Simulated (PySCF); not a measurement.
Species: C3H7ClOSi2.
Numbering: `[O:1]=[C:2]1[CH2:3][C@H:4]([Cl:5])[SiH2:6][SiH2:7]1` (hydrogens: H8, H9 on C3; H10 on C4; H11, H12 on Si6; H13, H14 on Si7)

Structure used (GFN2-xTB), in Å, numbered top down from 1:
```
atom  x, y, z in Å
O1     0.0834   -2.6414    0.6385
C2     0.1646   -1.5112    0.2275
C3    -0.9877   -0.8086   -0.4696
C4    -1.1583    0.6140    0.0442
Cl5   -2.3413    1.4879   -0.9884
Si6    0.5381    1.5477    0.0803
Si7    1.7492   -0.4021    0.3951
H8    -0.7321   -0.7793   -1.5343
H9    -1.9051   -1.3934   -0.3596
H10   -1.6165    0.5897    1.0352
H11    0.4527    2.5736    1.1225
H12    0.6921    2.2312   -1.2061
H13    2.3950   -0.7079    1.6705
H14    2.6653   -0.8007   -0.6778
```

Mayer bond orders were computed from the PBE0/pcSseg-1 density (PySCF). Isolated species at its GFN2-xTB geometry (one conformer only).

Problem. Rank these bonds by Mayer order, highest first.
A. O1–C2
B. C4–Cl5
C. Si6–Si7
D. Si7–C2

Solution. A (1.98), B (0.99), C (0.89), D (0.81).

Problem. Set the orders of all bonds between heavy atoms beside their lengths and the difference of the IAO charges at their ends.

Solution. 
```
   bond  Mayer order  length (Å)  q(first) − q(second) (e)
  O1–C2        1.977       1.205                    -0.528
 C4–Cl5        0.989       1.797                    -0.238
  C3–C4        0.967       1.522                    +0.031
  C2–C3        0.936       1.519                    +0.478
Si6–Si7        0.893       2.317                    +0.083
 Si7–C2        0.810       1.941                    +0.191
 C4–Si6        0.797       1.937                    -0.784
```

Mayer orders depend on the basis set.
